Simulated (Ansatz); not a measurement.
The same hydrolysis along the group F, Cl, Br.

Computed with Ansatz on PBE0-D4/def2-TZVP structures; ΔE is electronic, products minus reactants. CCSD(T)/CBS is the MP2 limit (def2-TZVPP, def2-QZVPP) plus CCSD(T) − MP2 in def2-TZVPP, frozen cores. Small cases extrapolate CCSD(T) itself. For Br outer-core shells are correlated without core-valence functions, which leaves a few kJ/mol of doubt a bond. Scalar relativity is left out up to krypton. Each species was taken in one conformer, which may not be the lowest.

```tsv
reaction	CCSD(T)/CBS(def2) (kJ/mol)
`COB(F)S` + H₂O → `COB(O)F` + H₂S	?
`COB(S)Cl` + H₂O → `COB(O)Cl` + H₂S	-58
`COB(S)Br` + H₂O → `COB(O)Br` + H₂S	-58
```

**Question.** Fill in the missing values. (An estimate is asked.)

**Answer.** Ansatz gave: `COB(F)S` + H₂O → `COB(O)F` + H₂S: -62.9 kJ/mol.

Largest T1 diagnostic: 0.012, for `COB(F)S`.

Extrapolated directly: `COB(S)Cl` + H₂O → `COB(O)Cl` + H₂S.
